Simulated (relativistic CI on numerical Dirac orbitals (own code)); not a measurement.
**Tm4+: 3d photoemission**

Computed with this model: Dirac-Coulomb-Breit CI, KLI orbitals optimised for each configuration, QED by a radiative potential, valence Slater integrals scaled by 0.8, multiplet model of photoemission in the sudden approximation; configurations [Xe] 4f11 → [Ar] 3d9 4s2 4p6 4d10 4f11 5s2 5p6; 300 K; Lorentzian 0.63 eV and Gaussian 0.7 eV FWHM. Energies are those of the free ion, without screening or charge transfer. The energies are binding energies and can lie tens of eV above those of solids. S is read from ⟨S²⟩ = S(S + 1).

Computed curve for free ion, scaled to 100 at the maximum (points under 2 are left out and the grid is thinned):

(Energy (eV), Intensity): (1525.0, 2.1), (1525.4, 2.7), (1525.8, 3.7), (1526.2, 5.7), (1526.6, 9.9), (1527.0, 21.8), (1527.4, 49.2), (1527.8, 74.1), (1528.2, 70.5), (1528.6, 49.7), (1528.9, 39.9), (1529.3, 40.2), (1529.7, 37.1), (1530.1, 32.8), (1530.5, 32.4), (1530.9, 28.3), (1531.3, 28.9), (1531.7, 31.1), (1532.1, 27.3), (1532.5, 26.4), (1532.9, 24.3), (1533.3, 17.8), (1533.7, 14.9), (1534.1, 14.7), (1534.5, 13.3), (1534.9, 11.9), (1535.3, 11.7), (1535.7, 13.0), (1536.1, 14.6), (1536.5, 13.1), (1536.8, 11.7), (1537.2, 12.0), (1537.6, 11.0), (1538.0, 7.2), (1538.4, 4.2), (1538.8, 2.9), (1539.2, 2.3), (1573.0, 2.3), (1573.4, 3.1), (1573.8, 4.7), (1574.2, 8.0), (1574.6, 16.0), (1575.0, 30.0), (1575.4, 47.3), (1575.8, 72.1), (1576.2, 97.5), (1576.6, 89.4), (1577.0, 48.9), (1577.4, 21.7), (1577.8, 12.5), (1578.1, 10.1), (1578.5, 8.7), (1578.9, 9.5), (1579.3, 11.8), (1579.7, 10.3), (1580.1, 6.9), (1580.5, 5.2), (1580.9, 3.9), (1581.3, 2.7), (1581.7, 2.0)

The ground state has S = 1.47, and the centroid lies at 1548.96 eV.
